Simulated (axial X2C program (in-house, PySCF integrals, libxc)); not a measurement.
# Worked dissociation energy of OsB: HF, two-component

Calculated with an in-house relativistic program for diatomic molecules. Two-component (2c) means X2C with spin–orbit coupling and atomic mean-field two-electron Coulomb and Gaunt terms. Basis: Os dyall-cv3z [13s14p9d6f4g], B dyall-v3z [7s6p2d1f] (cores contracted in-house); Gaussian nuclei, density fitting, unrestricted open shells. Masses: Os 191.961 u, B 11.009 u.

Molecular state: Ω = 3/2 (⟨Sz⟩ = 1.48, ⟨Lz⟩ = 0.02 at HF).

| Property | Result |
| --- | --- |
| E(Os) (2M_J = 8) | -17250.142036 hartree |
| E(B) (2M_J = 1) | -24.539007 hartree |
| E(OsB) at Re | -17274.725768 hartree |
| ωe | 829.9 cm⁻¹ |
| ωexe | 5.03 cm⁻¹ |

Question: Work out De and D0.

Answer: De = -17250.142036 + (-24.539007) − (-17274.725768) = 0.04473 hartree = 1.217 eV. The zero-point energy is ωe/2 − ωexe/4 = 414 cm⁻¹ = 0.051 eV, so D0 = 1.166 eV.

The state is a single determinant with fixed occupations, the lowest that a limited PBE0 search found. De is counted from the lowest determinant-based energies of the atoms at the same level, without counterpoise correction. Other states lie close and PBE0, whose exact exchange favours high spin, may order them wrongly; the determinant shown need not be the ground state. The nearest other 2c determinant of the search, Ω = 1/2, lies 0.22 eV up at the distance of the search. With several unpaired electrons one determinant need not be a pure state. This is the top spin component of a Σ state; components of lower Ω are not single determinants and can lie lower. The determinant is spin-polarised beyond a pure state at some levels (its spin-free form has ⟨S²⟩ too high), which makes Re and μ there less reliable.

Hartree–Fock lacks correlation and underbinds, often by eV.

Each atomic determinant is the lowest at this level and need not be a pure J level. Totals compare only within one Hamiltonian and basis.
